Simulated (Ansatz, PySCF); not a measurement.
In(All)(OH)2 (C3H7InO2), SMILES [In]([OH])([OH])[CH2]C=C. Atoms are numbered in the order given.

```xyz
13

In     0.2962     0.2296     0.4128
C     -0.1349    -1.6292    -0.6660
C     -1.4259    -1.5488    -1.3999
C     -1.5695    -1.3401    -2.7159
H     -0.1253    -2.4108     0.1075
H      0.7266    -1.7796    -1.3340
H     -2.3314    -1.6564    -0.7882
H     -0.7031    -1.2254    -3.3762
H     -2.5579    -1.2827    -3.1782
O      1.4803     0.3118     2.0346
H      1.5625     1.2236     2.3499
O     -0.3718     2.0803    -0.0315
H     -0.9547     2.0836    -0.8037
```

The structure is a stationary point at B3LYP-D3(BJ)/def2-SVP. The def2 effective core potentials stand for the cores of In; spin–orbit coupling is left out. One conformer was computed; it need not be the lowest.

Two levels are set side by side: PBE-D3(BJ)/def2-SVP (Ansatz, a program for electronic structure) and B3LYP-D3(BJ)/def2-SVP (Ansatz). Each level has its own optimised geometry; the coordinates shown are those of the second. Frequencies come from the Hessian of PySCF at each geometry. Differences are taken from unrounded values.

| quantity | B3LYP-D3(BJ) | PBE-D3(BJ) | PBE-D3(BJ) minus B3LYP-D3(BJ) |
|---|---|---|---|
| mean bond length (Å) | 1.372 | 1.381 | 0.009 |
| bond In1–C2 (Å) | 2.192 | 2.200 | 0.008 |
| bond In1–O10 (Å) | 2.010 | 2.026 | 0.016 |
| bond In1–O12 (Å) | 2.017 | 2.034 | 0.017 |
| bond C2–C3 (Å) | 1.487 | 1.486 | -0.002 |
| bond C3–C4 (Å) | 1.340 | 1.350 | 0.010 |
| bond C2–H5 (Å) | 1.100 | 1.107 | 0.008 |
| bond C2–H6 (Å) | 1.101 | 1.108 | 0.008 |
| bond C3–H7 (Å) | 1.098 | 1.106 | 0.008 |
| bond C4–H8 (Å) | 1.095 | 1.103 | 0.008 |
| bond C4–H9 (Å) | 1.093 | 1.100 | 0.008 |
| bond O10–H11 (Å) | 0.968 | 0.978 | 0.010 |
| bond O12–H13 (Å) | 0.967 | 0.977 | 0.010 |
| highest harmonic wavenumber (cm⁻¹) | 3822 | 3703 | -119 |
| mean harmonic wavenumber (cm⁻¹) | 1264 | 1230 | -34 |
| zero-point energy (kcal/mol) | 59.61 | 58.02 | -1.59 |

Exact exchange shortens and stiffens bonds; PBE has none. Differences between two approximate levels are no errors against the true value.
